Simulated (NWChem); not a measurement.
System: C2H2BrI; SMILES IC(=C)Br

The following NWChem deck was run.

```
start job
memory heap 200 mb stack 900 mb global 1100 mb
geometry units angstroms noautoz
  C     -2.106165     0.557550     0.000000
  C     -0.779676     0.444940     0.000000
  Br     0.349428     1.947320     0.000000
  I      0.183368    -1.421648     0.000000
  H     -2.744051    -0.328730     0.000000
  H     -2.578302     1.543348     0.000000
end
basis spherical
  C library def2-svp
  Br library def2-svp
  I library def2-svp
  H library def2-svp
end
ecp
  I library def2-ecp
end
dft
  xc xctpssh
  iterations 150
  mulliken
end
task dft energy
```

Excerpt of the output:

```
             Northwest Computational Chemistry Package (NWChem) 7.3.0
             --------------------------------------------------------

 CS  symmetry detected

                             Geometry "geometry" -> ""
                             -------------------------

 Output coordinates in angstroms (scale by  1.889725989 to convert to a.u.)

  No.       Tag          Charge          X              Y              Z
 ---- ---------------- ---------- -------------- -------------- --------------
    1 C                    6.0000    -2.09998766     0.55499575     0.00000000
    2 C                    6.0000    -0.77338258     0.44376154     0.00000000
    3 Br                  35.0000     0.35416266     1.94731175     0.00000000
    4 I                   53.0000     0.19159678    -1.42182666     0.00000000
    5 H                    1.0000    -2.73695414    -0.33194534     0.00000000
    6 H                    1.0000    -2.57314680     1.54030356     0.00000000

 Effective nuclear repulsion energy (a.u.)     575.6558238486

      Symmetry information
      --------------------

 Group name             Cs
 Group number              2
 Group order               2
 No. of unique centers     6

                                 NWChem DFT Module
                                 -----------------

 Summary of "ao basis" -> "ao basis" (spherical)
 ------------------------------------------------------------------------------
       Tag                 Description            Shells   Functions and Types
 ---------------- ------------------------------  ------  ---------------------
 C                          def2-svp                 6       14   3s2p1d
 Br                         def2-svp                12       32   5s4p3d
 I                          def2-svp                10       26   4s4p2d
 H                          def2-svp                 3        5   2s1p

      Symmetry analysis of basis
      --------------------------

        a'         68
        a"         28

            General Information
            -------------------
          SCF calculation type: DFT
          Wavefunction type:  closed shell.
          No. of atoms     :     6
          No. of electrons :    74
           Alpha electrons :    37
            Beta electrons :    37
          Charge           :     0
          Spin multiplicity:     1
          Use of symmetry is: on ; symmetry adaption is: on
          Maximum number of iterations: 150
          AO basis - number of functions:    96
                     number of shells:    40
          Convergence on energy requested:  1.00D-06
          Convergence on density requested:  1.00D-05
          Convergence on gradient requested:  5.00D-04

              XC Information
              --------------
                  TPSS hybrid Method XC Functional
                     Hartree-Fock (Exact) Exchange  0.100
                  TPSS metaGGA Exchange Functional  0.900
             TPSS03 metaGGA Correlation Functional  1.000

             Grid Information
             ----------------
          Grid used for XC integration:  medium
          Radial quadrature: Mura-Knowles
          Angular quadrature: Lebedev.
          Tag              B.-S. Rad. Rad. Pts. Rad. Cut. Ang. Pts.
          ---              ---------- --------- --------- ---------
          C                   0.70       49          10.0       434
          Br                  1.15      112          10.0       590
          I                   1.40      123          11.0       590
          H                   0.35       45          11.0       434
          Grid pruning is: on
          Number of quadrature shells:   423
          Spatial weights used:  Erf1

      Superposition of Atomic Density Guess
      -------------------------------------

 Sum of atomic energies:       -2995.46110747

      Non-variational initial energy
      ------------------------------

 Total energy =   -2946.409405
 1-e energy   =   -4883.061552
 2-e energy   =    1594.842477
 HOMO         =      -0.273599
 LUMO         =      -0.011202

      Symmetry analysis of molecular orbitals - initial
      -------------------------------------------------

  Numbering of irreducible representations:

     1 a'          2 a"

  Orbital symmetries:

     1 a'          2 a'          3 a'          4 a'          5 a"
     6 a'          7 a'          8 a'          9 a'         10 a'
    11 a'         12 a"         13 a'         14 a'         15 a"
    16 a'         17 a'         18 a"         19 a'         20 a"
    21 a'         22 a'         23 a"         24 a'         25 a"
    26 a'         27 a'         28 a'         29 a'         30 a'
    31 a'         32 a"         33 a'         34 a'         35 a"
    36 a'         37 a"         38 a'         39 a"         40 a'
    41 a'         42 a'         43 a'         44 a'         45 a'
    46 a'         47 a'

     ---------------------------------------------
      Total Density - Mulliken Population Analysis
     ---------------------------------------------

    Atom       Charge   Shell Charges
 -----------   ------   -------------------------------------------------------
    1 C    6     6.28   1.99  0.97  0.26  2.05  0.98  0.02
    2 C    6     5.77   1.99  0.93  0.27  1.49  1.04  0.04
    3 Br  35    35.12   2.00  2.00  2.00  1.36  0.57  6.00  5.99  2.32  2.85  8.23  1.73  0.07
    4 I   25    25.06   1.83  0.22  1.23  0.66  2.93  3.13  2.57  2.47  9.82  0.20
    5 H    1     0.88   0.66  0.20  0.03
    6 H    1     0.88   0.65  0.20  0.03

   convergence    iter        energy       DeltaE   RMS-Dens  Diis-err
 ---------------- ----- ----------------- --------- --------- ---------
 d= 0,ls=0.0,diis     1  -2948.6143710012 -3.29D+03  1.60D-02  6.69D-01
 d= 0,ls=0.0,diis     2  -2948.3845578513  2.30D-01  1.17D-02  2.50D+00
 d= 0,ls=0.0,diis     3  -2948.6957034609 -3.11D-01  1.79D-03  3.44D-02
 d= 0,ls=0.0,diis     4  -2948.6989783332 -3.27D-03  9.50D-04  7.75D-03
 d= 0,ls=0.0,diis     5  -2948.6998239221 -8.46D-04  3.38D-04  1.17D-03
  Resetting Diis
 d= 0,ls=0.0,diis     6  -2948.7000099571 -1.86D-04  4.11D-05  1.25D-05
 d= 0,ls=0.0,diis     7  -2948.7000111121 -1.16D-06  2.92D-05  1.14D-06
 d= 0,ls=0.0,diis     8  -2948.7000110026  1.09D-07  1.59D-05  2.01D-06
 d= 0,ls=0.0,diis     9  -2948.7000112779 -2.75D-07  2.20D-06  6.45D-08

         Total DFT energy =    -2948.700011277893
      One electron energy =    -4884.224140155870
           Coulomb energy =     1718.640368923030
    Exchange-Corr. energy =     -124.925909534835
 Nuclear repulsion energy =      341.809669489782

 Numeric. integr. density =       74.000003754144

                  Occupations of the irreducible representations
                  ----------------------------------------------

                     irrep           alpha         beta
                     --------     --------     --------
                     a'               27.0         27.0
                     a"               10.0         10.0

                       DFT Final Molecular Orbital Analysis
                       ------------------------------------

 Vector   35  Occ=2.000000D+00  E=-2.749179D-01  Symmetry=a"
              MO Center=  1.2D-01,  4.8D-01, -7.8D-17, r^2= 4.5D+00
   Bfn.  Coefficient  Atom+Function         Bfn.  Coefficient  Atom+Function
  ----- ------------  ---------------      ----- ------------  ---------------
    45      0.461627  3 Br pz                42      0.403581  3 Br pz
    73     -0.398993  4 I  pz                76     -0.336230  4 I  pz
    39     -0.265716  3 Br pz                70      0.160692  4 I  pz
    67      0.130524  4 I  pz                 6     -0.126975  1 C  pz
    20     -0.115198  2 C  pz                36      0.086266  3 Br pz

 Vector   36  Occ=2.000000D+00  E=-2.569698D-01  Symmetry=a'
              MO Center=  1.7D-01, -7.8D-01,  1.2D-15, r^2= 3.8D+00
   Bfn.  Coefficient  Atom+Function         Bfn.  Coefficient  Atom+Function
  ----- ------------  ---------------      ----- ------------  ---------------
    71      0.482075  4 I  px                74      0.425961  4 I  px
    72      0.308468  4 I  py                75      0.257892  4 I  py
    44      0.242578  3 Br py                41      0.207526  3 Br py
    68     -0.194287  4 I  px                43     -0.172087  3 Br px
    65     -0.157505  4 I  px                40     -0.151374  3 Br px

 Vector   37  Occ=2.000000D+00  E=-2.418918D-01  Symmetry=a"
              MO Center= -5.4D-01, -2.1D-01, -2.0D-13, r^2= 4.3D+00
   Bfn.  Coefficient  Atom+Function         Bfn.  Coefficient  Atom+Function
  ----- ------------  ---------------      ----- ------------  ---------------
    73      0.434502  4 I  pz                76      0.402131  4 I  pz
     6     -0.334767  1 C  pz                45      0.248705  3 Br pz
     9     -0.243524  1 C  pz                20     -0.228830  2 C  pz
    42      0.204427  3 Br pz                70     -0.174777  4 I  pz
    23     -0.141308  2 C  pz                67     -0.141503  4 I  pz

 Vector   38  Occ=0.000000D+00  E=-6.681071D-02  Symmetry=a'
              MO Center=  6.0D-02, -5.1D-01, -9.1D-15, r^2= 4.1D+00
   Bfn.  Coefficient  Atom+Function         Bfn.  Coefficient  Atom+Function
  ----- ------------  ---------------      ----- ------------  ---------------
    17      0.974851  2 C  s                 75     -0.752069  4 I  py
    64     -0.436859  4 I  s                 44      0.405005  3 Br py
    21      0.371322  2 C  px                16      0.356164  2 C  s
    72     -0.347717  4 I  py                74      0.326593  4 I  px
    18      0.274899  2 C  px                22     -0.234161  2 C  py

[...]
```

Level: TPSSh/def2-SVP with def2 effective core potentials on I. Coordinates come from a PBE0/def2-SVP optimisation. def2 effective core potentials on I; no spin-orbit coupling.
